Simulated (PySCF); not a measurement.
H7P3Si. Atoms are numbered in the order given.

```xyz
11

Si     0.1686     0.0496    -0.5359
P      0.3312     2.1017     0.4114
P     -1.9736    -0.6908    -0.5250
P      1.3648    -1.4950     0.6169
H      0.5935     0.1772    -1.9648
H      0.1632     1.5873     1.7346
H      1.7599     2.0828     0.4873
H     -2.5128     0.5664    -0.9401
H     -2.1445    -0.4121     0.8667
H      2.6249    -0.9667     0.1976
H      1.3177    -2.4698    -0.4278
```

The structure is a stationary point at PBE0-D3(BJ)/def2-SVP. The values are those of a single conformer.

These are HF/def2-TZVP in PySCF values and carry that method's errors.

The molecule is in vacuum.

Problem. Estimate the frontier levels, gap, dipole moment and polarisability. (The exact figures need the calculation; the answer reports its results.)

Solution. 
The highest occupied level comes out as -9.74 eV, the lowest empty level is 2.63 eV and the orbital gap is 12.38 eV. The dipole moment is 0.78 D and the quadrupole, principal values (traceless, Buckingham form, about the centre of nuclear charge) is -5.17, -0.32, 5.49 D·Å. The mean static polarisability is 104.1 bohr³ (15.43 Å³) and the polarisability, principal values comes out as 85.9, 112.4, 114.2 bohr³.
